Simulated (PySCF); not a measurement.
Stepwise substitution at one centre (In CH3-H). Gas-phase values, no solvent. Strings in code marks are SMILES.

Computed with PBE-D3(BJ)/def2-TZVP // M06-2X/def2-TZVP in PySCF. All candidates: neutral, multiplicity 1. Excitations are Tamm–Dancoff values on a coarser integration grid. The basis has no diffuse functions, so Rydberg states are missing or too high.

- HOMO = -6.06 eV
- S1 excitation (TDA) = 4.19 eV
- HOMO–LUMO gap = 4.10 eV

Q: Identify which member has these values.
A. `[CH3][InH2]`
B. `[CH3][In]([CH3])[CH3]`
C. `[CH3][InH][CH3]`

A: C, `[CH3][InH][CH3]`. The others give `[CH3][In]([CH3])[CH3]`: -5.86 eV, 4.33 eV, 4.25 eV; `[CH3][InH2]`: -6.41 eV, 4.21 eV, 4.11 eV
